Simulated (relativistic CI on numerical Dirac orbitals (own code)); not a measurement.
## The 5d ions of charge 3+

Calculated at this level of theory: Dirac-Coulomb-Breit CI, KLI orbitals optimised for each configuration, model QED, valence Slater integrals scaled by 0.75 (own radial code, finite nucleus).

Each species is treated in one configuration, given outside its closed core, with all valence electrons in the open shell. Radial values are for the open shell of highest l, unscaled and averaged over j; ζ includes the Breit term. Labels give the leading LS character, summed over repeated terms.

```
 Ion  Configuration  Its lowest level  LS weight (%)       Next level  E (cm⁻¹)  ζ (cm⁻¹)    g_J  g√(J(J+1))
Hf3+             5d            2D_3/2            100           2D_5/2    3930.1      1566  0.799        1.55
Ta3+            5d2              3F_2             93             3F_3    3809.8      1980  0.690        1.69
 W3+            5d3            4F_3/2             90           4F_5/2    3008.1      2431  0.446        0.86
Re3+            5d4              5D_0             73             5D_1    2514.6      2920               0.00
Os3+            5d5            6S_5/2             87  J = 5/2 (mixed)     14695      3449  1.946        5.76
Ir3+            5d6              5D_4             81             5D_2    4963.4      4018  1.445        6.46
Pt3+            5d7            4F_9/2             82           4F_7/2    9054.2      4631  1.292        6.43
Au3+            5d8              3F_4             95    J = 2 (mixed)    7037.4      5287  1.238        5.54
Hg3+            5d9                 ?              ?                ?         ?         ?      ?           ?
```

Task: Fill in the row of Hg3+.

Result: Its lowest level 2D_5/2; LS weight (%) 100; Next level 2D_3/2; E (cm⁻¹) 14877; ζ (cm⁻¹) 5990; g_J 1.200; g√(J(J+1)) 3.55.

With one configuration, terms of near-neutral atoms and ions can be 10 to 25 % off, and close levels can change places.

At low charge ζ of a weakly bound d or f electron comes out too small.
